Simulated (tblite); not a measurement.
C4H11AsBN.
Atom-mapped SMILES: `[AsH2:1][BH:2][N:3]1[CH2:4][CH2:5][CH2:6][CH2:7]1` (hydrogens: H8, H9 on As1; H10 on B2; H11, H12 on C4; H13, H14 on C5; H15, H16 on C6; H17, H18 on C7)

Computed with GFN2-xTB (tblite), gas phase: L-BFGS steps from a force-field or distance-geometry start until the largest atomic force falls under 0.01 eV/Å.

Step 42: E = -563.7279 eV
```
atom  x, y, z in Å  |  force x, y, z in eV/Å
As1     3.0471   -0.8039   -0.0499   -0.021   0.007  -0.336
B2      1.6294    0.6112    0.3177    0.240  -0.113   0.131
N3      0.3370    0.5496   -0.1638    0.286   0.168   0.096
C4     -0.2218   -0.0868   -1.3456   -0.088   0.000   0.209
C5     -1.4976   -0.7700   -0.8388   -0.229  -0.086   0.106
C6     -1.7565   -0.1768    0.5529   -0.120   0.134   0.180
C7     -0.7595    0.9732    0.6945    0.026   0.006  -0.173
H8      4.2425   -0.0281    0.4387   -0.090   0.081   0.028
H9      2.7959   -1.2568    1.3649    0.056  -0.070   0.011
H10     1.7878    1.3214    1.2564    0.023  -0.074  -0.132
H11    -0.4864    0.6507   -2.1165    0.140   0.176   0.173
H12     0.4668   -0.8046   -1.8093    0.098   0.160   0.251
H13    -1.3356   -1.8386   -0.7677   -0.062  -0.227   0.012
H14    -2.3508   -0.5965   -1.4902    0.037   0.015  -0.141
H15    -2.7777    0.1714    0.6854   -0.087  -0.053  -0.050
H16    -1.5414   -0.9042    1.3307   -0.055  -0.183   0.024
H17    -0.3966    1.0613    1.7256   -0.182   0.133  -0.272
H18    -1.1913    1.9342    0.3833    0.029  -0.073  -0.116
```

Step 43: E = -563.7592 eV
```
atom  x, y, z in Å  |  force x, y, z in eV/Å
As1     3.0122   -0.8293   -0.0694   -0.198  -0.017  -0.338
B2      1.6169    0.6019    0.3604    0.175  -0.142   0.070
N3      0.3331    0.5857   -0.1542    0.205   0.168   0.203
C4     -0.2090   -0.0696   -1.3364   -0.071   0.024   0.210
C5     -1.4804   -0.7693   -0.8374   -0.193  -0.117   0.174
C6     -1.7542   -0.1698    0.5524   -0.117   0.059   0.169
C7     -0.7843    1.0106    0.6798   -0.068  -0.041  -0.097
H8      4.2262   -0.0679    0.3523    0.049   0.166   0.091
H9      2.8357   -1.2911    1.3527    0.058  -0.065   0.015
H10     1.7895    1.2792    1.3245   -0.037  -0.103  -0.218
H11    -0.4673    0.6540   -2.1224    0.115   0.168   0.199
H12     0.4953   -0.7871   -1.7743    0.099   0.159   0.194
H13    -1.2941   -1.8346   -0.7604   -0.056  -0.206   0.064
H14    -2.3345   -0.6344   -1.4982    0.070   0.119  -0.106
H15    -2.7903    0.1304    0.6985   -0.019   0.037  -0.124
H16    -1.5153   -0.8865    1.3358    0.012  -0.155  -0.019
H17    -0.4455    1.1289    1.7187   -0.149   0.119  -0.359
H18    -1.2426    1.9555    0.3459    0.124  -0.173  -0.129
```

Problem. Estimate the geometry and energy of step 44. (The exact step hangs on the optimiser's Hessian estimate; all steps are aligned on step 43, rigid shifts and turns removed.)

Solution. E = -563.7871 eV, largest force 0.660 eV/Å
```
atom  x, y, z in Å  |  force x, y, z in eV/Å
As1     2.9985   -0.8386   -0.0827   -0.373  -0.153  -0.522
B2      1.6174    0.5904    0.3807    0.282  -0.204   0.047
N3      0.3408    0.5936   -0.1343   -0.325   0.136   0.093
C4     -0.2000   -0.0626   -1.3182   -0.004  -0.006   0.198
C5     -1.4773   -0.7670   -0.8349   -0.091  -0.110   0.181
C6     -1.7587   -0.1607    0.5540   -0.097  -0.117   0.028
C7     -0.7973    1.0271    0.6703   -0.073  -0.029   0.021
H8      4.1908   -0.0693    0.3121    0.327   0.297   0.170
H9      2.8682   -1.3236    1.3279    0.034  -0.074   0.120
H10     1.8064    1.2593    1.3362   -0.042   0.004  -0.044
H11    -0.4401    0.6627   -2.1056    0.052   0.183   0.157
H12     0.5130   -0.7773   -1.7411    0.104   0.092   0.117
H13    -1.2809   -1.8310   -0.7588   -0.040  -0.204   0.133
H14    -2.3227   -0.6572   -1.5131    0.084   0.233  -0.039
H15    -2.8007    0.1060    0.7106   -0.054   0.181  -0.186
H16    -1.5146   -0.8743    1.3369    0.115  -0.190   0.021
H17    -0.4880    1.1702    1.7141   -0.061   0.109  -0.319
H18    -1.2635    1.9589    0.3142    0.161  -0.147  -0.175
```

The energy changes by -0.0279 eV. The first-order estimate −F·Δx gives -0.0454 eV and the mean of the old and new forces, exact on a quadratic surface, -0.0279 eV. The step makes an angle of 72° with the force vector and moves no atom by more than 0.059 Å.

The cost below is that of the whole relaxation. The run took 4.2 s wall, 3.7 s CPU on one thread of an Intel Xeon at 2.50 GHz, shared host.
